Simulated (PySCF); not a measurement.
Frontier orbitals and the lowest excitations

Compound: C3H9Se (charge +1).
Numbering: `[CH3:1][Se+:2]([CH3:3])[CH3:4]` (hydrogens: H5, H6, H7 on C1; H8, H9, H10 on C3; H11, H12, H13 on C4)

Geometry (PBE0-D3(BJ)/def2-SVP, Å), atoms numbered from 1 in this order:
```
atom  x, y, z in Å
C1    -0.3747    1.6409    0.3555
Se2   -0.1646   -0.1697    0.9887
C3     1.5963   -0.5564    0.3008
C4    -1.2401   -1.1016   -0.3145
H5    -0.1261    1.6951   -0.7124
H6     0.2935    2.2765    0.9522
H7    -1.4187    1.9313    0.5352
H8     1.6321   -0.3440   -0.7756
H9     1.8028   -1.6159    0.5042
H10    2.3084    0.0716    0.8531
H11   -0.9589   -0.7845   -1.3271
H12   -1.0673   -2.1772   -0.1729
H13   -2.2914   -0.8652   -0.1013
```

Computed, not measured: TDDFT wB97X-D/def2-SVPD, vertical, gas phase, core orbitals frozen in the response in PySCF. Relativistic effects, spin–orbit coupling among them, are left out although an element past zinc is present.

Frontier orbitals with the atoms that hold most of them (Löwdin shares over 4%, at most four atoms; ? is withheld):

| orbital | ε (eV) | atoms |
| --- | --- | --- |
| HOMO-3 | -18.50 | C1 19%, C3 19%, C4 19%, H10 7% |
| HOMO-2 | -17.43 | C4 25%, Se2 22%, C1 18%, C3 10% |
| HOMO-1 | -17.43 | C3 25%, Se2 22%, C1 17%, C4 10% |
| HOMO | -15.81 | ? |
| LUMO | -3.18 | Se2 54%, C1 15%, C4 13%, C3 5% |
| LUMO+1 | -3.18 | Se2 54%, C3 17%, C4 9%, C1 7% |
| LUMO+2 | -2.36 | Se2 34%, C4 13%, C1 13%, C3 13% |

Task: Give the leading atoms of the HOMO.

Result: Se2 (bonded to 3 C) 57%; C3 (bonded to Se and 3 H) 10%; C1 (bonded to Se and 3 H) 10%; C4 (bonded to Se and 3 H) 10%. By element: selenium 57%, carbon 31%.

Within 0.005 eV of a neighbour in this list lie HOMO-2/HOMO-1 and LUMO/LUMO+1.

Task: How does S1 compare with the orbital gap of 12.63 eV?

Result: S1 is at 7.81 eV (f = 0.077), 4.83 eV below the gap, made of HOMO→LUMO/LUMO+1 (≥93%). S1/S2 lie within about 0.01 eV of each other. Without the coupling terms of the response equations the lowest excitation would equal the gap.

Next come S2 at 7.81 eV (f 0.077), HOMO→LUMO/LUMO+1 (≥93%); S3 at 8.71 eV (f 0.037), HOMO→LUMO+2 (92%); S4 at 9.13 eV (f 0.0000), HOMO-2/HOMO-1→LUMO/LUMO+1 (≥84%); S5 at 9.62 eV (f 0.110), HOMO-2/HOMO-1→LUMO/LUMO+1 (≥87%).

Orbitals of the list HOMO-3 to LUMO+2 that lie within 0.01 eV of each other are written together with a slash and their weights summed (≥ marks a lower bound); for degenerate orbitals outside that list single weights are arbitrary.
